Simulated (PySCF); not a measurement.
r2SCAN on P⁻ (phosphorus, charge -1), [Ne] 3s2 3p4, high-spin 3P determinant. Computed with PySCF 2.14 in dyall-av3z (19s12p3d2f, 84 functions), with no relativity, point nucleus.

```
cycle= 1 E= -341.277725131624  delta_E= -0.00842  |g|= 0.0203  |ddm|= 0.12
cycle= 2 E= -341.277868739576  delta_E= -0.000144  |g|= 0.0208  |ddm|= 0.0548
cycle= 3 E= -341.278245140695  delta_E= -0.000376  |g|= 0.00596  |ddm|= 0.0393
cycle= 4 E= -341.278310819165  delta_E= -6.57e-05  |g|= 0.00157  |ddm|= 0.0168
cycle= 5 E= -341.278322740715  delta_E= -1.19e-05  |g|= 0.000403  |ddm|= 0.0112
cycle= 6 E= -341.278323490716  delta_E= -7.5e-07  |g|= 0.000109  |ddm|= 0.00311
cycle= 7 E= -341.27832355278  delta_E= -6.21e-08  |g|= 1.26e-05  |ddm|= 0.00111
cycle= 8 E= -341.278323554028  delta_E= -1.25e-09  |g|= 2.49e-06  |ddm|= 0.000186
cycle= 9 E= -341.278323554064  delta_E= -3.63e-11  |g|= 2.7e-07  |ddm|= 3.37e-05
converged SCF energy = -341.278323554064  <S^2> = 2.0205463  2S+1 = 3.0136664
```

Highest occupied orbital energy: 1.662 eV; ⟨L²⟩ = 2.05; populations by l: s 6.00, p 10.00, d 0.00, f 0.00.

(1) Can this result be used?

## Answers

(1) With care. Self-consistency was reached. At r2SCAN the highest occupied level has a positive energy, so only the finite basis holds that electron; in a semilocal or global hybrid functional this comes from self-interaction and does not mean that the real anion is unbound.
